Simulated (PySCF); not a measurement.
How methods differ on the ionisation energy of Os+

Os+ [Xe] 4f14 5d6 6s1 (6D) → Os(2+) [Xe] 4f14 5d6 (5D), as a difference of total energies. Computed with PySCF 2.14 in cc-pVTZ-PP with ECP60MDF, with scalar relativity through the core potential. Correlated levels: valence: 5s2 5p6 frozen. The calculations carry no spin-orbit coupling.

| method | ionisation energy (eV) |
| --- | --- |
| UHF | 16.018 |
| r2SCAN | 17.575 |
| TPSS | 17.364 |
| MP2 (valence) | 16.854 |
| SCS-MP2 (valence) | 16.488 |

Question: How much does correlation contribute at MP2 (valence)?

Answer: 16.854 − (16.018) = 0.836 eV, measured against UHF.

The reference lies between the lowest fine-structure levels, while these numbers refer to the centres of the terms.

Errors of the correlated levels include the incompleteness of this basis and the frozen core.

For comparison: 17 ± 1 eV (semi-empirical (NIST evaluation); NIST Atomic Spectra Database, ionization energies).
